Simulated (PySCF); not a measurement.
Several compounds and their computed core spectra got separated.

Computed with delta-SCF UKS SCAN, pcX-2 on the ionised atom, pcseg-1 elsewhere, spin-free X2C (PySCF 2.14.0). Geometries: PBE0-D3(BJ)/def2-SVP; isolated species, one conformer each.

Line lists (1s up to Mg, 2p3/2 beyond, nothing for Br; areas count atoms within a level, one atom standing for each set equivalent by bonding):
1. C 1s: 290.18 (area 1), 290.47 (area 3), 290.87 (area 1), 291.28 (area 1) eV; N 1s: 404.52 eV; Si 2p3/2: 106.16 eV
2. C 1s: 292.19 (area 1), 292.70 (area 1), 292.91 (area 1), 293.51 (area 1), 294.44 (area 1) eV; N 1s: 405.33 eV; Cl 2p3/2: 206.57 (area 1), 206.60 (area 1), 206.75 (area 1) eV
3. C 1s: 291.39 (area 1), 292.21 (area 1), 292.55 (area 1) eV; Cl 2p3/2: 206.21 eV
4. B 1s: 197.08 eV; C 1s: 290.09 (area 2), 290.46 (area 1), 290.54 (area 2) eV; F 1s: 692.55 eV

Structures:
A. `N#C[C@@H]1C[C@]1(Cl)C(Cl)Cl`
B. `FB1CCCCC1`
C. `C/N=C\[SiH2]C(C)(C)C`
D. `Cl[C@@H]1C[C@@H]1Br`

**Question.** Match each list to its structure.

**Answer.** 
- 1 = C: no other candidate has this set of levels. C 1s: 290.18 sp3 carbon bound to silicon, 290.47 methyl carbon (×3), 290.87 C=N carbon, 291.28 N-methyl carbon; N 1s: 404.52 C=N nitrogen; Si 2p3/2: 106.16 SiH2 silicon.
- 2 = A: no other candidate has this set of levels. C 1s: 292.19 three-membered-ring carbon, 292.70 nitrile carbon, 292.91 sp3 carbon next to a nitrile, 293.51 sp3 C–Cl carbon, 294.44 CHCl2 carbon; N 1s: 405.33 nitrile nitrogen; Cl 2p3/2: 206.57 alkyl chlorine, 206.60 alkyl chlorine, 206.75 alkyl chlorine.
- 3 = D: no other candidate has this set of levels. C 1s: 291.39 three-membered-ring carbon, 292.21 sp3 C–Br carbon, 292.55 sp3 C–Cl carbon; Cl 2p3/2: 206.21 alkyl chlorine.
- 4 = B: no other candidate has this set of levels. B 1s: 197.08 three-coordinate boron; C 1s: 290.09 sp3 carbon bound to boron (×2), 290.46 ring CH2 carbon, 290.54 ring CH2 carbon (×2); F 1s: 692.55 boron-bound fluorine.

2p3/2 and 2p1/2 are the ΔSCF energy of one spin-free 2p hole plus the eigenvalues of a spin–orbit and ligand-field matrix of the shell.
